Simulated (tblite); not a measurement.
Compound: C7H20AlN.
SMILES: `C[C](C)(C)[AlH2-][N+](C)(C)C`

Computed values, GFN2-xTB/tblite, gas phase, harmonic and unscaled. The method is semi-empirical: single wavenumbers can be off by several per cent or more. Modes of hydrogen on aluminium can be 10 to 20 % off.

Harmonic wavenumbers (cm⁻¹): 31.2, 61.1, 92.9, 114.5, 124.3, 143.2, 155.1, 194.4, 213.2, 239.9, 247.9, 257.2, 268.4, 279.4, 333.0, 362.4, 382.3, 419.1, 424.4, 467.2, 483.9, 540.1, 542.8, 696.6, 771.5, 845.3, 881.4, 944.0, 958.1, 960.3, 996.0, 1018.8, 1021.4, 1042.1, 1042.7, 1074.3, 1079.1, 1184.0, 1200.2, 1218.6, 1219.6, 1263.7, 1270.6, 1391.8, 1398.4, 1402.3, 1403.1, 1419.0, 1425.9, 1453.6, 1465.7, 1467.6, 1470.1, 1470.9, 1483.7, 1487.0, 1492.5, 1497.1, 1508.7, 1515.6, 1520.2, 1634.5, 1659.0, 2933.3, 2933.7, 2935.1, 2940.1, 2945.7, 2947.5, 2953.6, 2963.3, 2965.0, 2978.6, 2996.7, 2997.2, 2998.8, 3006.1, 3010.5, 3014.8, 3021.5, 3026.4.

A = 2081, B = 800.9, C = 770.0 MHz; mass 145.141 u (most abundant isotopes); point group C1, symmetry number 1.

Problem. Zero-point energy?

Solution. Half the sum of the wavenumbers: 55100 cm⁻¹ = 157.54 kcal/mol.

Problem. Entropy at 298.15 K, 1 bar (ideal gas, RRHO, classical rotation)?

Solution. Translation 40.85, rotation 29.91, vibration 47.93: S = 118.7 cal/(mol K).

Problem. And Cp and H(298.15 K) − H(0)?

Solution. Cp = 55.46 cal/(mol K), of which vibrations give 47.52 (their classical limit is 81 R = 161.0); H(298.15 K) − H(0) = 9.90 kcal/mol without the zero-point energy, 7.53 from vibrations.

Problem. Which modes carry the vibrational entropy at 298.15 K?

Solution. 31.2 cm⁻¹: 5.75; 61.1 cm⁻¹: 4.42; 92.9 cm⁻¹: 3.60; 114.5 cm⁻¹: 3.19; 124.3 cm⁻¹: 3.03; 143.2 cm⁻¹: 2.76 cal/(mol K); the other 75 give 25.17 together.

Problem. What must be added to the electronic energy to get the Gibbs energy at 298.15 K and 1 bar?

Solution. ZPE + [H(298.15 K) − H(0)] − T·S = 157.54 + 9.90 − 35.39 = 132.05 kcal/mol.

Problem. How do the functions run with temperature in this model?

Solution. 
```tsv
T (K)	S (cal/(mol K))	Cp (cal/(mol K))	H − H(0) (kcal/mol)	G − H(0) (kcal/mol)	ln q(vib)
100	75.8	26.5	1.62	-5.96	2.77
200	99.4	42.2	5.11	-14.77	7.14
300	119.0	55.7	10.00	-25.71	11.49
500	153.8	81.9	23.83	-53.06	19.73
800	198.9	110.1	52.95	-106.16	31.22
1000	224.9	122.9	76.31	-148.58	38.32
```

q(vib) and H(0) count from the zero-point level.

Hindered rotation and anharmonicity are outside this model. The structure is chiral; the term R ln 2 for an equal mix with its mirror image is left out.

The values belong to the conformer `[CH3:1][C:2]([CH3:3])([CH3:4])[AlH2-:5][N+:6]([CH3:7])([CH3:8])[CH3:9]`: C1–C2–Al5–N6 78°, C2–Al5–N6–C7 -51°.
